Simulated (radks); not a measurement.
Results of a calculation; reference values are marked as such.
How relativity changes the ionisation of neutral thulium ([Xe] 4f13 6s2) to Tm+ ([Xe] 4f13 6s1). Spin-unpolarised spherical Kohn-Sham, PBE, point nucleus unless stated (finite: rms radius 5.2256 fm), a radial shooting solver on a logarithmic mesh with Libxc functionals. A level marked "c x" has the speed of light scaled by that factor and shares open shells by 2j + 1; other Dirac levels either fill j = l - 1/2 first or share by 2j + 1.

level	E(Tm) (hartree)	E(Tm+) (hartree)	IE (eV)	HOMO	<r> HOMO (bohr)
non-rel.	-12943.9098	-12943.6904	5.969	6s	4.286
scalar-rel.	-13567.4694	-13567.2321	6.457	4f	0.8113
scalar-rel., finite nucleus	-13566.0063	-13565.7690	6.456	4f	0.8113
Dirac, 2j+1 shares	-13582.1631	-13581.9257	6.461	4f7/2	0.8236
Dirac, low j first	-13582.1820	-13581.9445	6.461	4f7/2	0.8243
Dirac, 2j+1 shares, finite nucleus	-13580.6890	-13580.4516	6.460	4f7/2	0.8236
Dirac, c x 0.85	-13881.4483	-13881.1999	6.760	4f7/2	0.8587
Dirac, c x 3	-13006.9307	-13006.7099	6.011	6s1/2	4.256
Dirac, c x 10	-12949.5137	-12949.2942	5.972	6s1/2	4.283

NIST Atomic Spectra Database: 6.184 eV (measured). The relativistic part of the total energy of Tm is -636.8 hartree (Dirac, 2j+1 shares, finite nucleus), 4.9 % of the non-relativistic value. Spin polarisation and multiplet splitting of open shells are left out at every level.

Beside tabulated values, note that relativity, absent from the non-relativistic runs, is large for the heavy elements, and spin-unpolarised runs miss the spin-polarisation part of the exchange energy of open shells.
